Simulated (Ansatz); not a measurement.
Reaction (substitution at a C–C bond): `CC[NH][AlH2]` + H₂S → `[AlH2][NH]CS` + CH₄

Computed with Ansatz on PBE0-D4/def2-TZVP structures; ΔE is electronic, products minus reactants. CCSD(T)/CBS is the MP2 limit (def2-TZVPP, def2-QZVPP) plus CCSD(T) − MP2 in def2-TZVPP, frozen cores. This one scheme is used for every species. Functionals use def2-TZVPP. One conformer a species, not always the lowest.

Question: Is it downhill or uphill in electronic energy at CCSD(T)/CBS, and by how much? (An estimate is asked.)

Answer: Ansatz gave: Nearly level: ΔE = +1.2 kJ/mol.

Question: What do these levels give: LDA (SPW92), PBE-D4, revPBE-D4, PBE-QIDH, PBE, revPBE, BLYP, r2SCAN, PBE0, CCSD(T)/def2-SVP, HF/def2-TZVPP, CCSD/CBS(def2)? (Estimate.)

Answer: The calculation gave: LDA (SPW92) 0.1, PBE-D4 -5.9, revPBE-D4 -7.0, PBE-QIDH 0.9, PBE -4.9, revPBE -6.2, BLYP -5.2, r2SCAN -3.7, PBE0 -1.1, CCSD(T)/def2-SVP 10.9, HF/def2-TZVPP 6.2, CCSD/CBS(def2) 3.6 kJ/mol.

Largest T1 diagnostic among the species: 0.012.

At CCSD(T), def2-SVP lies +9.7 kJ/mol from the extrapolated value and def2-TZVPP +2.2 kJ/mol. From BLYP to BHLYP (50 % exact exchange), in def2-TZVPP and without D4, ΔE moves by +7.5 kJ/mol.
